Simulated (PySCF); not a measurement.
## IrCl₂⁺: one-bond stretch

Method: PySCF, UB3LYP, basis Ir def2-SVP with ECP60, Cl def2-SVP (scalar-relativistic core potentials, no spin–orbit coupling, density fitting).

Rigid scan from the quintet minimum (Ir–Cl 2.217 Å (×2); Cl–Ir–Cl 180.0°). Coordinate: the bond from Ir to the last atom (Cl) scaled, the rest fixed. Energies in kJ/mol from the minimum.

Question: Predict the curve at 0.92, 0.96, 1.00, 1.05, 1.12, 1.20, 1.35, 1.55, 1.80, 2.20.

Answer: 
```tsv
scale of one bond	E (kJ/mol)	dipole size (D, about the centre of mass)	⟨S²⟩
0.92	38.6	0.64	6.01
0.96	8.4	0.30	6.01
1.00	0.0	0.00	6.01
1.05	9.6	0.30	6.01
1.12	44.5	0.59	6.01
1.20	96.9	0.72	6.01
1.35	192.9	0.49	6.01
1.55	279.3	–	6.01
1.80	328.0	–	6.01
2.20	348.8	–	6.01
```

Other spin states or occupations of the open shell can lie lower. With an element this heavy the missing spin–orbit coupling can shift these numbers.

Other isomers or separated fragments may lie lower.

The scan took 34 s on 2 threads of a shared Arm Neoverse V1 host; the process peaked at 0.69 GiB.
